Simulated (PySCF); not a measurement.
CrF4, SMILES [F][Cr]([F])([F])[F] (connectivity only; charge and spin as stated), neutral, multiplicity 3.

Coordinates come from a r2SCAN-D4/def2-SVP optimisation. The spin state was assumed, not searched.

Level of theory: TDA-ωB97X/def2-SVPD (PySCF).

Vertical excitations; the highest root listed may be one member of a degenerate set. Gas-phase values at a fixed geometry.

```
state    energy (eV)  λ (nm)      f                                                        main pairs
-------  -----------  ------  -----  ----------------------------------------------------------------
root 1          1.65     753  0.000      α HOMO→LUMO, α HOMO−1→LUMO, α HOMO−1→LUMO+1 (degenerate set)
root 2          1.65     753  0.000    α HOMO→LUMO+1, α HOMO−1→LUMO+1, α HOMO−1→LUMO (degenerate set)
root 3          1.65     753  0.000                                  α HOMO−1→LUMO+2 (degenerate set)
root 4          2.13     583  0.002    α HOMO−1→LUMO+1, α HOMO→LUMO+1, α HOMO−1→LUMO (degenerate set)
root 5          2.13     583  0.002                                    α HOMO→LUMO+2 (degenerate set)
root 6          2.13     583  0.002      α HOMO−1→LUMO, α HOMO→LUMO, α HOMO−1→LUMO+1 (degenerate set)
root 7          6.16     201  0.000                   α HOMO−3→LUMO, α HOMO−2→LUMO+1 (degenerate set)
root 8          6.16     201  0.000                 α HOMO−4→LUMO+2, α HOMO−2→LUMO+1 (degenerate set)
root 9          6.16     201  0.000  α HOMO−4→LUMO, α HOMO−3→LUMO+2, α HOMO−2→LUMO+2 (degenerate set)
root 10         6.16     201  0.000                 α HOMO−4→LUMO+1, α HOMO−2→LUMO+2 (degenerate set)
```
Unrestricted roots are not spin-pure.
